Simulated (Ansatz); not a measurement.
CH$_{6}$GeN$_{2}$O. Charge 0, multiplicity 1. Correlated methods include outer-core shells of Ge, which these sets cover unevenly. Scalar relativity is left out up to krypton. The bonds changed during the relaxation, so this is another structure than the one it started from.

```xyz
11

N    -1.1614   -1.9419    0.1716
C    -0.0987   -1.1317    0.0643
N    -0.0875    0.1018   -0.2593
Ge    1.6382    1.3133   -0.3495
O     0.7508    2.6927    0.4856
H    -1.0454   -2.8944    0.4633
H    -2.0938   -1.6128   -0.0079
H     0.8638   -1.5957    0.2785
H    -0.9815    0.5513   -0.4304
H     1.1563    1.7616   -1.8074
H     1.0591    2.7557    1.3913
```

Q: Give the diagnostics of a CCSD(T)/def2-TZVPP run (frozen core, Ansatz 0.2.0). (Best estimate.)

A: Computed: T1 = 0.0140, largest single amplitude 0.039, largest double 0.039, (T) share of the correlation energy 4.0 %, 12 CCSD cycles. The RHF solution is stable towards an unrestricted one. T1 lies under the customary mark of 0.02 for closed shells.
